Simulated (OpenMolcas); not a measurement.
An OpenMolcas run meant for O+ (ANO-R2, X2C; inactive shells 1s 2s; intended active space 3 electrons in 3 orbitals (2p)). One step of its input:

```
&RASSCF
FileOrb=start.orb
Symmetry=2
Spin=5
nActEl=3 0 0
Inactive=2 0
Ras2=0 3
CIRoot=1 1 1
SDav=1
CIMx=300
Iter=66 100
PrWF=0.3
OrbListing=Nothing
MaxOrb=0
Atom
>>> COPY $Project.JobIph JOB001
```

Lines from the output:

```
--- SEWARD ---
Basis set label: O.ANO-R...4S4P2D1F.

      Electronic valence basis set:
      ------------------
      Associated Effective Charge   8.000000 au
      Associated Actual Charge      8.000000 au
      Nuclear Model: Finite nucleus - Gaussian distribution
        Gaussian exponent, Xi/bohr**(-2):  5.86314E+08

      Shell  nPrim  nBasis  Cartesian Spherical Contaminant
         s      13       4        X
         p       8       4        X
         d       4       2                 X
         f       3       1                 X
                  Relativistic X2C integrals
                  Atomic mean-field integrals
--- RASSCF ---

 Nr of active orbitals     NAC=   3
 Spin degeneracy         ISPIN=   5
 There can be no such wave function.
 ************************************************
--- Stop Module: rasscf at  /rc=_RC_INPUT_ERROR_ ---
.####################.
.# User input error #.
.####################.
```

What is wrong with the input?

The spin multiplicity does not fit the number of active electrons: an even count needs an odd multiplicity and the reverse.
